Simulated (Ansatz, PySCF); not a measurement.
This PySCF input computes a r2SCAN/def2-TZVPD energy:

```python
from pyscf import gto, scf, dft

mol = gto.M(
    atom='''
    Al   -0.08487950   -0.01304734    0.03990889
    H     1.05809656   -0.36792410    1.15641379
    H     0.01896754    1.55260936   -0.42576253
    H     0.02636943   -1.01506980   -1.24946679
    ''',
    basis='def2-tzvpd',
    charge=-1,
    spin=1,
    verbose=4,
)

mf = dft.UKS(mol, xc='r2scan').density_fit(auxbasis='def2-universal-jkfit')
mf.grids.level = 4
mf.conv_tol = 1e-9
mf.max_cycle = 100
mf.max_memory = 1500
mf.kernel()
if not mf.converged:
    mf = mf.newton()
    mf.kernel(mf.make_rdm1())
for _ in range(2):
    mo, _, stable, _ = mf.stability(return_status=True)
    if stable:
        break
    mf.kernel(mf.make_rdm1(mo, mf.mo_occ))
mf.analyze()
```

Problem. Write an input for the same energy in Ansatz (a program for electronic structure) and say what it gives.

Solution. 
Ansatz 0.2 input:
```yaml
crystal:
  periodic: [false, false, false]
  atoms:
    - {symbol: Al, position_ang: [-0.08487950, -0.01304734, 0.03990889]}
    - {symbol: H, position_ang: [1.05809656, -0.36792410, 1.15641379]}
    - {symbol: H, position_ang: [0.01896754, 1.55260936, -0.42576253]}
    - {symbol: H, position_ang: [0.02636943, -1.01506980, -1.24946679]}
basis:
  gaussian:
    orbitals: def2-TZVPD
hamiltonian:
  xc: {name: r2SCAN}
total_charge: -1
magnetization: {spin_polarized: true, initial_magnetization: 1}
output: {forces: true}
```
It gives -244.18358 Eh, and PySCF -244.18363 Eh, a difference of 0.05 mEh, from the treatment of integrals and grids.
